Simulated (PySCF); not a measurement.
Record of a relaxation.

C₅HF₅.
SMILES with atom numbers: `[F:1][C:2]([F:3])=[C:4]([F:5])[C:6]1=[C:7]([F:8])[C@H:9]1[F:10]` (hydrogens: H11 on C9)

Method: PySCF 2.14.0, PBE0-D3(BJ)/def2-SVP geometry optimisation, gas phase; density fitting, grid level 1; the optimiser is geomeTRIC in internal coordinates, started from a GFN2-xTB structure with every atom displaced at random (about 0.01 Å). 9 of its 17 geometries are shown. The frame can shift and turn from step to step; on so coarse a grid that alone can change the energy by a few meV, and forces under 0.02 eV/Å are noise.

Step 0: E = -18748.4376 eV, largest atomic force 2.603 eV/Å
```
atom  x, y, z in Å  |  force x, y, z in eV/Å
F1      1.759   -1.259    0.960   -0.184   1.177  -0.882
C2      1.966   -0.207    0.163    1.520  -1.707   1.247
F3      3.242   -0.022   -0.028   -0.062   0.071  -0.050
C4      1.029    0.552   -0.367   -2.428   0.624  -0.388
F5      1.329    1.585   -1.155    0.299  -0.194   0.149
C6     -0.396    0.325   -0.164    1.080  -0.252   0.251
C7     -1.644    0.606   -0.400   -0.727  -0.395   0.582
F8     -2.523    1.370   -0.995    0.359  -0.219   0.129
C9     -1.441   -0.558    0.485    0.085   0.433  -2.169
F10    -1.628   -1.816   -0.053    0.079   0.344   0.285
H11    -1.653   -0.600    1.539   -0.021   0.117   0.846
```

Step 2: E = -18748.5299 eV, largest atomic force 0.766 eV/Å
```
atom  x, y, z in Å  |  force x, y, z in eV/Å
F1      1.644   -1.316    0.944   -0.641   0.055  -0.068
C2      1.928   -0.272    0.213    0.157  -0.489   0.388
F3      3.217   -0.174    0.114    0.253   0.591  -0.418
C4      1.019    0.555   -0.336    0.195  -0.178   0.187
F5      1.457    1.595   -1.042   -0.004   0.065  -0.079
C6     -0.388    0.365   -0.200    0.004  -0.043  -0.034
C7     -1.645    0.645   -0.431    0.089   0.088   0.018
F8     -2.500    1.437   -1.010   -0.006  -0.035   0.019
C9     -1.444   -0.523    0.392   -0.043  -0.004  -0.008
F10    -1.618   -1.771   -0.137   -0.022  -0.037   0.016
H11    -1.632   -0.565    1.477    0.016  -0.012  -0.021
```

Step 4: E = -18748.5632 eV, largest atomic force 0.094 eV/Å
```
atom  x, y, z in Å  |  force x, y, z in eV/Å
F1      1.614   -1.323    0.929    0.019   0.022   0.007
C2      1.935   -0.276    0.222   -0.026  -0.007  -0.038
F3      3.219   -0.131    0.091    0.019   0.005   0.004
C4      1.027    0.548   -0.326   -0.023   0.018   0.011
F5      1.452    1.588   -1.042    0.025  -0.003   0.021
C6     -0.380    0.357   -0.194   -0.002  -0.089  -0.029
C7     -1.634    0.646   -0.426    0.007   0.033   0.017
F8     -2.486    1.445   -1.000   -0.007  -0.007   0.004
C9     -1.444   -0.528    0.391   -0.024   0.008   0.028
F10    -1.631   -1.777   -0.135    0.008   0.019  -0.027
H11    -1.631   -0.572    1.475    0.004   0.002   0.002
```

Step 6: E = -18748.5644 eV, largest atomic force 0.050 eV/Å
```
atom  x, y, z in Å  |  force x, y, z in eV/Å
F1      1.635   -1.315    0.939   -0.020  -0.031  -0.005
C2      1.941   -0.276    0.214    0.035   0.032   0.013
F3      3.224   -0.119    0.078   -0.011   0.000  -0.011
C4      1.025    0.541   -0.331   -0.002   0.031   0.008
F5      1.447    1.583   -1.046   -0.004  -0.011  -0.001
C6     -0.382    0.348   -0.192    0.001  -0.043  -0.025
C7     -1.635    0.651   -0.413    0.002   0.028   0.026
F8     -2.486    1.460   -0.972   -0.001   0.001   0.004
C9     -1.449   -0.534    0.390    0.000   0.003  -0.008
F10    -1.650   -1.772   -0.155   -0.002  -0.003   0.002
H11    -1.631   -0.590    1.474    0.002  -0.007  -0.002
```

Step 8: E = -18748.5654 eV, largest atomic force 0.123 eV/Å
```
atom  x, y, z in Å  |  force x, y, z in eV/Å
F1      1.693   -1.318    0.895   -0.029  -0.008  -0.028
C2      1.960   -0.271    0.168    0.099   0.062  -0.040
F3      3.237   -0.086    0.003   -0.025  -0.028   0.013
C4      1.018    0.531   -0.354   -0.037  -0.022  -0.003
F5      1.399    1.587   -1.073    0.016  -0.045   0.035
C6     -0.381    0.321   -0.180   -0.038   0.111   0.005
C7     -1.631    0.678   -0.322   -0.063  -0.070   0.001
F8     -2.486    1.540   -0.789    0.034   0.013   0.006
C9     -1.455   -0.564    0.389    0.041  -0.012   0.004
F10    -1.723   -1.756   -0.227    0.009   0.009  -0.003
H11    -1.591   -0.686    1.474   -0.005  -0.011   0.010
```

Step 10: E = -18748.5681 eV, largest atomic force 0.157 eV/Å
```
atom  x, y, z in Å  |  force x, y, z in eV/Å
F1      1.683   -1.355    0.770    0.046   0.049   0.003
C2      1.957   -0.267    0.104   -0.106  -0.115  -0.003
F3      3.232   -0.092   -0.073    0.032   0.025  -0.002
C4      1.007    0.561   -0.359    0.022  -0.064  -0.005
F5      1.378    1.644   -1.039   -0.006   0.062  -0.010
C6     -0.389    0.337   -0.164    0.021   0.093   0.053
C7     -1.647    0.680   -0.254    0.004  -0.052  -0.037
F8     -2.521    1.545   -0.674   -0.017   0.025   0.004
C9     -1.429   -0.581    0.412   -0.008  -0.008   0.012
F10    -1.699   -1.756   -0.234    0.006  -0.015  -0.011
H11    -1.533   -0.740    1.496    0.005   0.000  -0.004
```

Step 12: E = -18748.5697 eV, largest atomic force 0.063 eV/Å
```
atom  x, y, z in Å  |  force x, y, z in eV/Å
F1      1.692   -1.359    0.743    0.003   0.003  -0.010
C2      1.953   -0.267    0.081   -0.026  -0.018   0.031
F3      3.226   -0.085   -0.106    0.012   0.009  -0.010
C4      1.000    0.572   -0.356    0.009  -0.004  -0.030
F5      1.369    1.668   -1.017   -0.009   0.011  -0.008
C6     -0.394    0.348   -0.155    0.022   0.004   0.059
C7     -1.657    0.674   -0.240    0.007  -0.006  -0.034
F8     -2.540    1.535   -0.650   -0.006  -0.003   0.012
C9     -1.420   -0.588    0.418   -0.016  -0.008  -0.004
F10    -1.675   -1.763   -0.234    0.005   0.010  -0.006
H11    -1.516   -0.757    1.501    0.000   0.002   0.000
```

Step 14: E = -18748.5701 eV, largest atomic force 0.051 eV/Å
```
atom  x, y, z in Å  |  force x, y, z in eV/Å
F1      1.707   -1.356    0.730   -0.013  -0.011   0.005
C2      1.955   -0.259    0.072    0.036   0.034  -0.013
F3      3.227   -0.069   -0.125   -0.011  -0.007   0.005
C4      0.996    0.578   -0.355   -0.008   0.011  -0.026
F5      1.354    1.679   -1.015   -0.001  -0.018   0.009
C6     -0.395    0.348   -0.145   -0.001  -0.010   0.042
C7     -1.660    0.669   -0.226   -0.005   0.010  -0.013
F8     -2.548    1.529   -0.626    0.003  -0.005   0.002
C9     -1.417   -0.598    0.420   -0.005  -0.003  -0.014
F10    -1.669   -1.766   -0.245    0.005   0.000   0.002
H11    -1.511   -0.778    1.501   -0.001  -0.001   0.002
```

Step 16: E = -18748.5703 eV, largest atomic force under 0.02 eV/Å
```
atom  x, y, z in Å  |  force x, y, z in eV/Å
F1      1.718   -1.340    0.735   -0.001  -0.005   0.005
C2      1.959   -0.244    0.074    0.009   0.009  -0.007
F3      3.229   -0.048   -0.128   -0.009  -0.002   0.002
C4      0.993    0.585   -0.352    0.003  -0.006   0.006
F5      1.341    1.686   -1.016   -0.002   0.005  -0.002
C6     -0.396    0.346   -0.136   -0.001  -0.004  -0.011
C7     -1.662    0.658   -0.225   -0.008   0.003   0.016
F8     -2.555    1.513   -0.628    0.004  -0.001  -0.007
C9     -1.415   -0.609    0.418   -0.002   0.001   0.000
F10    -1.655   -1.776   -0.253    0.005   0.000  -0.003
H11    -1.516   -0.794    1.498    0.001   0.001  -0.001
```

Task: Summarise the path.

Result: The energy falls by 12.80 kJ/mol from step 0 to step 16; nine tenths of that is first reached at step 3. It rises by more than 0.2 meV at step 2. The largest force goes from 2.603 to under 0.02 eV/Å. Among the bonds C7–C9 changes most (a near tie, within 0.001 Å, with another), from 1.476 to 1.443 Å; the atoms move by 0.052 Å rms after alignment.

Task: Follow the three bonds and two angles with the largest change from start to end.

Result: 
```json
{"step": "0", "E above end (kJ/mol)": "12.80", "largest force (eV/Å)": "2.603", "C7–C9 (Å)": "1.476", "F1–C2 (Å)": "1.336", "C4–C6 (Å)": "1.457", "C6–C9–H11 (°)": "125.4", "C2–C4–F5 (°)": "121.6"}
{"step": "1", "E above end (kJ/mol)": "3.36", "largest force (eV/Å)": "0.983", "C7–C9 (Å)": "1.443", "F1–C2 (Å)": "1.303", "C4–C6 (Å)": "1.426", "C6–C9–H11 (°)": "122.3", "C2–C4–F5 (°)": "119.2"}
{"step": "2", "E above end (kJ/mol)": "3.90", "largest force (eV/Å)": "0.766", "C7–C9 (Å)": "1.443", "F1–C2 (Å)": "1.306", "C4–C6 (Å)": "1.427", "C6–C9–H11 (°)": "122.1", "C2–C4–F5 (°)": "118.3"}
{"step": "3", "E above end (kJ/mol)": "0.83", "largest force (eV/Å)": "0.247", "C7–C9 (Å)": "1.444", "F1–C2 (Å)": "1.308", "C4–C6 (Å)": "1.426", "C6–C9–H11 (°)": "121.9", "C2–C4–F5 (°)": "118.3"}
{"step": "4", "E above end (kJ/mol)": "0.68", "largest force (eV/Å)": "0.094", "C7–C9 (Å)": "1.444", "F1–C2 (Å)": "1.304", "C4–C6 (Å)": "1.426", "C6–C9–H11 (°)": "121.8", "C2–C4–F5 (°)": "118.9"}
{"step": "5", "E above end (kJ/mol)": "0.61", "largest force (eV/Å)": "0.057", "C7–C9 (Å)": "1.443", "F1–C2 (Å)": "1.303", "C4–C6 (Å)": "1.426", "C6–C9–H11 (°)": "121.9", "C2–C4–F5 (°)": "118.4"}
{"step": "6", "E above end (kJ/mol)": "0.57", "largest force (eV/Å)": "0.050", "C7–C9 (Å)": "1.443", "F1–C2 (Å)": "1.303", "C4–C6 (Å)": "1.426", "C6–C9–H11 (°)": "121.9", "C2–C4–F5 (°)": "118.5"}
{"step": "7", "E above end (kJ/mol)": "0.49", "largest force (eV/Å)": "0.077", "C7–C9 (Å)": "1.443", "F1–C2 (Å)": "1.303", "C4–C6 (Å)": "1.426", "C6–C9–H11 (°)": "121.8", "C2–C4–F5 (°)": "118.5"}
{"step": "8", "E above end (kJ/mol)": "0.47", "largest force (eV/Å)": "0.123", "C7–C9 (Å)": "1.443", "F1–C2 (Å)": "1.303", "C4–C6 (Å)": "1.426", "C6–C9–H11 (°)": "121.8", "C2–C4–F5 (°)": "118.9"}
{"step": "9", "E above end (kJ/mol)": "0.35", "largest force (eV/Å)": "0.102", "C7–C9 (Å)": "1.443", "F1–C2 (Å)": "1.303", "C4–C6 (Å)": "1.426", "C6–C9–H11 (°)": "121.9", "C2–C4–F5 (°)": "118.8"}
{"step": "10", "E above end (kJ/mol)": "0.21", "largest force (eV/Å)": "0.157", "C7–C9 (Å)": "1.443", "F1–C2 (Å)": "1.305", "C4–C6 (Å)": "1.427", "C6–C9–H11 (°)": "122.1", "C2–C4–F5 (°)": "118.7"}
{"step": "11", "E above end (kJ/mol)": "0.12", "largest force (eV/Å)": "0.106", "C7–C9 (Å)": "1.443", "F1–C2 (Å)": "1.304", "C4–C6 (Å)": "1.426", "C6–C9–H11 (°)": "122.1", "C2–C4–F5 (°)": "118.7"}
{"step": "12", "E above end (kJ/mol)": "0.05", "largest force (eV/Å)": "0.063", "C7–C9 (Å)": "1.443", "F1–C2 (Å)": "1.303", "C4–C6 (Å)": "1.426", "C6–C9–H11 (°)": "122.0", "C2–C4–F5 (°)": "118.6"}
{"step": "13", "E above end (kJ/mol)": "0.03", "largest force (eV/Å)": "0.067", "C7–C9 (Å)": "1.442", "F1–C2 (Å)": "1.303", "C4–C6 (Å)": "1.426", "C6–C9–H11 (°)": "122.1", "C2–C4–F5 (°)": "118.8"}
{"step": "14", "E above end (kJ/mol)": "0.02", "largest force (eV/Å)": "0.051", "C7–C9 (Å)": "1.443", "F1–C2 (Å)": "1.303", "C4–C6 (Å)": "1.426", "C6–C9–H11 (°)": "122.0", "C2–C4–F5 (°)": "118.7"}
{"step": "15", "E above end (kJ/mol)": "0.00", "largest force (eV/Å)": "0.042", "C7–C9 (Å)": "1.443", "F1–C2 (Å)": "1.303", "C4–C6 (Å)": "1.426", "C6–C9–H11 (°)": "122.0", "C2–C4–F5 (°)": "118.7"}
{"step": "16", "E above end (kJ/mol)": "0.00", "largest force (eV/Å)": "under 0.02", "C7–C9 (Å)": "1.443", "F1–C2 (Å)": "1.303", "C4–C6 (Å)": "1.426", "C6–C9–H11 (°)": "122.0", "C2–C4–F5 (°)": "118.7"}
```

What follows is the cost of the whole optimisation. Time: 2.3 min of wall time; peak memory 0.57 GiB. Hardware: one thread, Intel Xeon Platinum 8488C (x86_64), shared host with 192 logical CPUs at a one-minute load of 36.
